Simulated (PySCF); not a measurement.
C8H16O2. Atoms are numbered in the order given.

```xyz
26

C     -0.5820    -2.4602     1.2703
C      0.2195    -2.1467     0.0000
C     -0.5820    -2.4602    -1.2703
C      0.6876    -0.6975     0.0000
O      1.8469    -0.3552     0.0000
O     -0.3623     0.1405     0.0000
C     -0.2074     1.5977     0.0000
C     -1.6508     2.0962     0.0000
C      0.5214     2.0425    -1.2695
C      0.5214     2.0425     1.2695
H     -1.5046    -1.8613     1.3037
H     -0.8597    -3.5257     1.2943
H      0.0020    -2.2413     2.1780
H      1.1476    -2.7384     0.0000
H     -1.5046    -1.8613    -1.3037
H      0.0020    -2.2413    -2.1780
H     -0.8597    -3.5257    -1.2943
H     -2.1836     1.7340    -0.8919
H     -2.1836     1.7340     0.8919
H     -1.6740     3.1962     0.0000
H      1.5563     1.6794    -1.2782
H      0.0012     1.6592    -2.1609
H      0.5297     3.1420    -1.3241
H      0.5297     3.1420     1.3241
H      0.0012     1.6592     2.1609
H      1.5563     1.6794     1.2782
```
Charge 0, spin multiplicity 1.

Geometry: B3LYP-D3(BJ)/def2-SVP. One conformer was computed; it need not be the lowest.

These are PySCF with PBE/def2-SVP values and carry that method's errors.

Atomic charges (e):

| atom | meta-Löwdin | Löwdin | Mulliken |
|---|---|---|---|
| C1 | -0.29 | -0.06 | -0.01 |
| C2 | -0.08 | -0.07 | (withheld) |
| C3 | -0.29 | -0.06 | -0.01 |
| C4 | 0.46 | 0.06 | (withheld) |
| O5 | -0.43 | -0.16 | -0.19 |
| O6 | -0.34 | -0.06 | (withheld) |
| C7 | 0.25 | 0.04 | (withheld) |
| C8 | -0.30 | -0.06 | 0.04 |
| C9 | -0.31 | -0.07 | 0.04 |
| C10 | -0.31 | -0.07 | 0.04 |
| H11 | 0.10 | 0.03 | 0.03 |
| H12 | 0.10 | 0.03 | 0.03 |
| H13 | 0.10 | 0.03 | 0.03 |
| H14 | 0.11 | 0.04 | 0.02 |
| H15 | 0.10 | 0.03 | 0.03 |
| H16 | 0.10 | 0.03 | 0.03 |
| H17 | 0.10 | 0.03 | 0.03 |
| H18 | 0.10 | 0.03 | (withheld) |
| H19 | 0.10 | 0.03 | (withheld) |
| H20 | 0.10 | 0.03 | (withheld) |
| H21 | 0.12 | 0.03 | (withheld) |
| H22 | 0.10 | 0.03 | (withheld) |
| H23 | 0.10 | 0.03 | (withheld) |
| H24 | 0.10 | 0.03 | (withheld) |
| H25 | 0.10 | 0.03 | (withheld) |
| H26 | 0.12 | 0.03 | (withheld) |

Problem. Some entries are withheld; supply them. (The exact figures need the calculation; the answer reports its results.)

Solution. 
- C2, Mulliken: -0.09
- C4, Mulliken: 0.13
- O6, Mulliken: -0.27
- C7, Mulliken: -0.14
- H18, Mulliken: 0.03
- H19, Mulliken: 0.03
- H20, Mulliken: 0.02
- H21, Mulliken: 0.05
- H22, Mulliken: 0.02
- H23, Mulliken: 0.02
- H24, Mulliken: 0.02
- H25, Mulliken: 0.02
- H26, Mulliken: 0.05

Problem. Give the Mayer and Wiberg (Löwdin basis) orders of the bonds. (Estimate from the structure and the level; the computed values follow.)

Solution. 
```tsv
bond	Mayer	Wiberg
C1–C2	1.07	1.03
C2–C3	1.07	1.03
C2–C4	0.95	1.00
C4–O5	2.06	2.22
C4–O6	1.17	1.37
O6–C7	0.86	1.00
C7–C8	1.07	1.04
C7–C9	1.07	1.04
C7–C10	1.07	1.04
C1–H11	0.96	0.96
C1–H12	0.96	0.95
C1–H13	0.96	0.96
C2–H14	0.90	0.91
C3–H15	0.96	0.96
C3–H16	0.96	0.96
C3–H17	0.96	0.95
C8–H18	0.95	0.95
C8–H19	0.95	0.95
C8–H20	0.96	0.95
C9–H21	0.95	0.95
C9–H22	0.95	0.95
C9–H23	0.95	0.95
C10–H24	0.95	0.95
C10–H25	0.95	0.95
C10–H26	0.95	0.95
```
